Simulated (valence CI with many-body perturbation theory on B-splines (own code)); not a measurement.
# Ladder of approximations for Xe XIII

Calculated by relativistic CI+MBPT: six valence electrons over a frozen Dirac-Fock core [Kr], a basis of 7 s, 7 p, 8 d, 6 f, 4 g, 1 h functions for each j, with the one-electron correlation potential Σ1 (screened to all orders), the two-electron term Σ2, the three-electron term Σ3, Breit, model QED; selected single and double excitations, second order for the rest, scaled by the run's own slope (own B-spline code, finite nucleus).

No measured levels were compared; by estimate terms of the open shell hold to 2 to 4 % of their energy, and close levels can change places. Core correlation moves these levels by up to 9400 cm⁻¹, and in measured spectra 5 to 20 % of such shifts remained as error; rates that hang on mixing are uncertain with them. Among the levels kept, up to 1200 cm⁻¹ of a level comes from second order outside the variational space, and about a tenth of that is noise between levels of different J, which matters for small intervals. The list stops below the first excitations out of the core. Only levels of the ground parity were solved; by the run's estimate the other parity begins above the list, which can be wrong where configurations are misplaced.

Each rung adds one term. CI alone is the Dirac-Coulomb CI over the frozen core; QED comes last and gives the full result, which names the levels. Energies are above 4d⁶ ⁵D_4 on the same rung, in cm⁻¹. A blank means that the level has no clear partner on that rung.

Names give the largest LS component (configuration and term), which can be under half, so a name can repeat, a term be missing and a line seem to break the LS rules; names also repeat where a configuration has a term twice. Letters in brackets count levels of one name in rising energy.

```tsv
Level	CI alone	Σ1	Σ2	Σ3	Breit	QED	Full
4d⁶ ⁵D_3	9646	+232	+411	-338	-287	+36	9700
4d⁶ ⁵D_2	10476	+111	+308	-904	-81	+18	9927
4d⁶ ⁵D_1	15059	+281	+733	-594	-299	+43	15224
4d⁶ ⁵D_0	15847	+261	+875	-690	-261	+40	16073
4d⁶ ³H_4 [a]	32081	+84	-1743	-1411	+29	+1.4	29041
4d⁶ ³H_5	39118	+242	-2739	-1965	-260	+21	34417
4d⁶ ³H_6	39664	+273	-3127	-1918	-380	+24	34536
4d⁶ ³P_2 [a]	37562	+296	+846	-2560	-268	+40	35915
4d⁶ ³F_3 [a]	44404	+298	-994	-2407	-257	+32	41077
4d⁶ ³F_2 [a]	46155	+287	-905	-3013	-206	+30	42349
4d⁶ ³H_4 [b]	50764	+510	-1219	-1380	-609	+66	48132
4d⁶ ¹S_0 [a]	52051	+326	+1902	-2574	-314	+46	51438
4d⁶ ³D_1	56054	+439	-996	-3030	-336	+50	52180
4d⁶ ³G_5	56710	+576	-2074	-2014	-768	+73	52504
4d⁶ ³G_4	57343	+467	-1424	-1821	-557	+57	54066
4d⁶ ³D_2	58462	+373	-541	-3105	-363	+46	54871
4d⁶ ³D_3			-1497	-2917	-511	+61	56983
4d⁶ ³G_3			-1246	-2478	-680	+75	58229
4d⁶ ¹I_6	67021	+603	-3778	-2551	-821	+70	60544
4d⁶ ³P_1 [a]	66273	+695	+1103	-3059	-839	+100	64273
4d⁶ ³P_0 [a]	73278	+263	-2177	-5277	+29	+13	66129
4d⁶ ¹F_3	76660	+333	-2560	-4696	-187	+28	69577
4d⁶ ¹G_4 [a]	75251	+754	-1206	-2113	-884	+91	71892
4d⁶ ¹D_2 [a]	79291	+593	-816	-4754	-615	+73	73772
4d⁶ ³P_1 [b]	88214	+440	-443	-5005	-360	+55	82901
4d⁶ ³F_4	94623	+570	-875	-4073	-650	+71	89666
4d⁶ ³F_2 [b]	95543	+582	-643	-4815	-548	+69	90187
4d⁶ ³P_0 [b]	96059	+1026	+2749	-3178	-1309	+152	95499
4d⁶ ³P_2 [b]	105319	+808	-253	-5254	-937	+107	99792
4d⁶ ³F_3 [b]	105340	+868	-728	-4626	-1021	+114	99948
4d⁶ ¹G_4 [b]	110564	+718	-2069	-4921	-766	+83	103610
```

The middle columns are the shifts that each term adds.

(1) How does the ionisation energy move along the ladder, and which term matters most?

Answers

(1) CI alone 277.08, + Σ1 278.99, + Σ2 281.81, + Σ3 282.29, + Breit 282.24, + QED 282.25 eV. The largest step is Σ2, 2.82 eV. NIST lists 281 ± 3 eV (theoretical).
